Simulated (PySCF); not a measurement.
B(vinyl)(OH)(OMe) (C₃H₇BO₂), SMILES C=CB(O)OC.

Coordinates come from a PBE0-D3(BJ)/def2-SVP optimisation. Other conformers were not sampled.

The numbers are results of PBE0-D3(BJ)/def2-SVP (PySCF), not measurements.

Harmonic, unscaled wavenumbers; measured fundamentals usually lie a few per cent lower.

Computed normal modes with their intensities:
```csv
mode,ν (cm⁻¹),IR (km/mol),moving atoms (share of kinetic energy)
1,79,0.4,"H 50 %, C 42 %"
2,150,3.8,"O 66 %, H 18 %, C 14 %"
3,170,0.1,"H 80 %, C 18 %"
4,215,0.7,"C 54 %, H 36 %"
5,264,5.2,"C 36 %, H 28 %, O 28 %, B 8 %"
6,352,9.1,"H 45 %, O 28 %, C 16 %, B 11 %"
7,432,14.1,"H 34 %, O 28 %, C 27 %, B 11 %"
8,556,15.6,"O 37 %, H 29 %, C 22 %, B 13 %"
9,611,79.5,"H 79 %, O 12 %, C 8 %"
10,702,19.8,"C 36 %, O 28 %, H 21 %, B 15 %"
11,741,47.1,"B 43 %, C 24 %, H 19 %, O 14 %"
12,967,156.3,"H 61 %, O 15 %, C 14 %, B 10 %"
13,991,33.4,"H 73 %, C 27 %"
14,1029,35.6,"H 79 %, C 16 %"
15,1059,11.6,"H 91 %, C 9 %"
16,1177,2.7,"H 39 %, O 33 %, C 26 %"
17,1183,3.0,"H 74 %, C 19 %"
18,1209,8.9,"H 58 %, C 18 %, O 13 %, B 10 %"
19,1273,14.1,"H 66 %, C 21 %"
20,1361,101.6,"H 35 %, B 34 %, C 16 %, O 15 %"
21,1421,410.8,"B 40 %, H 31 %, O 18 %, C 12 %"
22,1456,111.7,"H 67 %, B 17 %, C 13 %"
23,1474,12.4,H 96 %
24,1482,2.9,H 95 %
25,1512,182.4,"H 57 %, B 24 %, O 16 %"
26,1717,36.5,"C 86 %, H 12 %"
27,3034,44.2,H 97 %
28,3123,27.9,"H 90 %, C 10 %"
29,3145,22.2,"H 91 %, C 9 %"
30,3148,16.2,H 94 %
31,3163,3.3,"H 92 %, C 8 %"
32,3243,10.5,"H 89 %, C 11 %"
33,3889,82.5,H 94 %
```
